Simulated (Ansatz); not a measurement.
Program: Ansatz. Geometries: PBE0-D4/def2-TZVP. ΔE: electronic, gas phase. CCSD(T)/CBS is the MP2 limit (def2-TZVPP, def2-QZVPP) plus CCSD(T) − MP2 in def2-TZVPP, frozen cores. This one scheme is used for every species. Functionals use def2-TZVPP. B3LYP here is the variant with VWN-RPA as its local correlation; programs differ in this. Each species was taken in one conformer, which may not be the lowest.

Consider the ligand exchange at the Si–O bond: `CO[SiH](C)N` + silanol → `C[SiH](N)O[SiH3]` + CH₃OH.

| level | ΔE (kJ/mol) | difference from CCSD(T)/CBS |
| --- | --- | --- |
| PBE-D4 | -19.1 | 3.1 |
| r2SCAN-D4 | -20.7 | 1.5 |
| PBE0-D4 | -21.7 | 0.5 |
| B3LYP-D4 | -22.9 | -0.7 |
| ωB97X-V | -20.9 | 1.3 |
| ωB97M-V | -20.6 | 1.6 |
| B2PLYP | -20.6 | 1.6 |
| PBE | -17.6 | 4.6 |
| r2SCAN | -20.2 | 2.0 |
| PBE0 | -20.2 | 2.0 |
| B3LYP | -20.5 | 1.7 |
| HF/def2-TZVPP | -26.5 | -4.3 |
| MP2/def2-TZVPP | -20.3 | 1.9 |
| SCS-MP2/def2-TZVPP | -21.7 | 0.5 |
| CCSD/def2-TZVPP | -22.2 | 0.0 |
| CCSD(T)/def2-TZVPP | -21.2 | 1.0 |
| HF/def2-QZVPP | -27.3 | -5.1 |
| MP2/def2-QZVPP | -21.1 | 1.1 |
| SCS-MP2/def2-QZVPP | -22.4 | -0.2 |
| HF/CBS(def2) | -27.4 | -5.2 |
| MP2/CBS(def2) | -21.3 | 0.9 |
| CCSD/CBS(def2) | -23.2 | -1.0 |
| CCSD(T)/CBS | -22.2 | 0 |

Largest T1 diagnostic among the species: 0.011.

In def2-TZVPP, CCSD(T) changes the Hartree–Fock value by +5.3 kJ/mol (the triples alone add +1.0 kJ/mol) and MP2 by +6.2 kJ/mol.

CCSD(T)/CBS has its own doubt, a few kJ/mol and more with outer-core shells, so smaller differences from it don't rank the levels.
